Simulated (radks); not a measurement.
Results of a calculation; reference values are marked as such.
Spherical quantum dot in the effective-mass picture: electrons in a well V = -V0 / (1 + exp((r - R)/a)) with V0 = 15, R = 4.12, a = 0.29, all in effective atomic units (hartree* = m*/eps^2 hartree, bohr* = eps/m* bohr), one dielectric constant everywhere. Level of theory: non-relativistic Kohn-Sham, PBE, spin-polarised, spherical densities (a radial shooting solver with Libxc functionals). Levels are named by radial order and angular momentum (1s, 1p, 1d, 2s, ...), and open shells are averaged over m.

N = 2, configuration 1s2. This is the lowest configuration that the search found. Occupied and some empty levels:

level  occupation  eigenvalue (hartree*)  <r> (bohr*)
1s              2                -14.015        1.954
1p              0                -13.677        2.263
1d              0                -13.231        2.473
2s              0                -12.949        1.929

Energy (hartree*): total -28.7992, kinetic 0.61108, external -29.830, Hartree 0.91459, exchange-correlation -0.49474.
